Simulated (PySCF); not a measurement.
CH3Cl2NSi2, SMILES Cl[Si]1(Cl)[SiH2]N=C1.

Geometry optimised at r2SCAN-D4/def2-SVP. This is a generated structure with no PubChem entry under its InChIKey; it may be hypothetical.

The numbers are results of TDA-PBE/def2-SVPD in PySCF 2.14.0, not measurements.

Vertical excitations. Gas-phase values at a fixed geometry. State labels are in the subgroup Cs.

```
state  symmetry  energy (eV)  λ (nm)      f                                                                  main pairs
-----  --------  -----------  ------  -----  --------------------------------------------------------------------------
S1           A"         3.54     350  0.002                                                              HOMO→LUMO 99 %
S2           A"         4.17     297  0.000                                                           HOMO−1→LUMO 100 %
S3           A'         4.64     267  0.005                                                            HOMO→LUMO+1 91 %
S4           A"         4.98     249  0.005                                                            HOMO→LUMO+3 98 %
S5           A'         5.04     246  0.020                                          HOMO→LUMO+2 63 %, HOMO−2→LUMO 32 %
S6           A'         5.16     240  0.026                        HOMO−2→LUMO 57 %, HOMO→LUMO+2 21 %, HOMO−3→LUMO 16 %
S7           A'         5.38     230  0.012                                          HOMO−3→LUMO 72 %, HOMO−4→LUMO 13 %
S8           A'         5.73     216  0.008                                        HOMO→LUMO+4 51 %, HOMO−1→LUMO+1 40 %
S9           A'         5.86     212  0.046  HOMO→LUMO+4 31 %, HOMO−4→LUMO 27 %, HOMO−1→LUMO+1 15 %, HOMO−1→LUMO+2 11 %
S10          A"         5.86     212  0.003                                                            HOMO−5→LUMO 97 %
T1           A"         2.77     447      0                                                             HOMO→LUMO 100 %
T2           A"         3.94     315      0                                                            HOMO−1→LUMO 99 %
T3           A'         4.35     285      0                                                            HOMO→LUMO+1 97 %
T4           A'         4.64     267      0                                                            HOMO→LUMO+2 70 %
```
Triplets are in the Tamm–Dancoff approximation.
